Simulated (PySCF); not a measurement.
## Ions at one geometry of [PbCl2]2+

PySCF 2.14.0, RKS PBE0, Pb def2-SVP with ECP60, Cl def2-SVP; non-relativistic Hamiltonian with scalar-relativistic core potentials where named; density fitting; no spin-orbit coupling; singlets restricted, open shells unrestricted. The geometry is relaxed for charge +2, singlet, vacuum:

```xyz
3

Pb    0.0000    0.0000    0.4000
Cl    2.3259    0.0000    0.4007
Cl   -2.3259    0.0000    0.4007
```

Energies count from the relaxed state; an electron taken off or put on is at rest in vacuum. Charges and spins are Mulliken's.

```json
{"state": "charge +2, singlet, vacuum", "energy (eV)": "0.00", "spin squared": "0.00", "charge on Pb1 (e)": "1.41", "spin on Pb1 (e)": "0.00", "dipole about the centre of mass (D)": "0.00"}
{"state": "charge +1, doublet, vacuum", "energy (eV)": "-15.64", "spin squared": "0.76", "charge on Pb1 (e)": "1.07", "spin on Pb1 (e)": "0.17", "dipole about the centre of mass (D)": "0.00"}
```

Question: What does the state charge +3, doublet, vacuum give?

Answer: energy (eV) 23.87, spin squared 0.76, charge on Pb1 (e) 1.64, spin on Pb1 (e) -0.08, dipole about the centre of mass (D) 0.00.

With an electron taken off (doublet) the charges change, summed by element, by Pb +0.23 e, Cl +0.77 e. The vertical ionisation energy is 23.87 eV, against −ε(HOMO) = 21.55 eV of the relaxed state. The level lies 2.3 eV too high, as is usual for semilocal functionals and global hybrids, which keep a self-interaction error.

With an electron put on (doublet) the charges change, summed by element, by Pb -0.34 e, Cl -0.66 e. The vertical electron affinity is 15.64 eV, against −ε(LUMO) = 17.95 eV of the relaxed state.

Open shells may have lower solutions than those found.
